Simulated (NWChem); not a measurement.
# Basis-set convergence for F3Sc

SMILES: [F][Sc]([F])[F]
```xyz
4

Sc     0.0000     0.0000     0.0000
F      0.0000     0.0000     1.8222
F     -1.5781     0.0000    -0.9111
F      1.5781     0.0000    -0.9111
```
Charge 0, spin multiplicity 1.

All runs are NWChem calculations. All single points use one geometry, from PBE0/def2-SVP, a minimum by its harmonic frequencies.

Quantity: LUMO energy at the level PBE0.

The structure started from a generated list of species.

| basis | functions | LUMO energy (eV) |
|---|---|---|
| pcseg-1 | 73 | -2.74 |
| def2-SVP | 73 | ___ |
| cc-pVDZ | 85 | -2.57 |
| aug-pcseg-1 | 116 | ___ |
| aug-cc-pVDZ | 128 | -2.57 |
| def2-TZVP | 138 | -2.53 |
| pcseg-2 | 146 | -2.55 |
| def2-TZVPP | 157 | -2.53 |
| cc-pVTZ | 158 | ___ |
| def2-TZVPD | 168 | -2.53 |

### Question
Complete the blanks.

### Answer

- def2-SVP, LUMO energy (eV): -2.33
- aug-pcseg-1, LUMO energy (eV): -2.59
- cc-pVTZ, LUMO energy (eV): -2.48
